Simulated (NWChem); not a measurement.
Species: Si2H6Te; SMILES [SiH3][Te][SiH3]

```xyz
9

Te    -0.7430    -0.1464     0.0000
Si     0.9873    -0.0043     1.8080
H      0.2477    -0.0662     3.1023
H      1.9478    -1.1445     1.7174
H      1.7475     1.2783     1.7188
Si     0.9873    -0.0043    -1.8080
H      1.7475     1.2783    -1.7188
H      1.9478    -1.1445    -1.7174
H      0.2477    -0.0662    -3.1023
```
Atoms are numbered in this order, from 1.

Level: PBE0/def2-SVP with def2 effective core potentials on Te (NWChem), optimised geometry, unscaled harmonic frequencies. def2 effective core potentials on Te; no spin-orbit coupling.

### Question
List the harmonic frequencies with IR intensities, and the thermochemistry.

### Answer
| frequency (cm⁻¹) | IR intensity (km/mol) |
|---|---|
| 75 | 0.1 |
| 80 | 0.0 |
| 90 | 0.3 |
| 338 | 17.9 |
| 338 | 3.7 |
| 526 | 5.7 |
| 556 | 0.0 |
| 563 | 11.2 |
| 595 | 1.4 |
| 863 | 554.9 |
| 902 | 168.5 |
| 922 | 0.0 |
| 922 | 78.4 |
| 940 | 13.1 |
| 948 | 111.8 |
| 2225 | 65.3 |
| 2229 | 78.2 |
| 2236 | 0.0 |
| 2238 | 156.2 |
| 2250 | 98.2 |
| 2251 | 53.9 |

```json
{
  "zero_point_energy": "31.6 kcal/mol",
  "thermal correction to the enthalpy at 298.15 K (with zero-point energy)": "36.5 kcal/mol",
  "heat capacity Cv": "22.4 cal/(mol K)",
  "entropy at 298.15 K and 1 atm (symmetry number 2)": "84.8 cal/(mol K)"
}
```

Rigid rotor and harmonic oscillator; modes under 100 cm⁻¹ make the entropy uncertain.
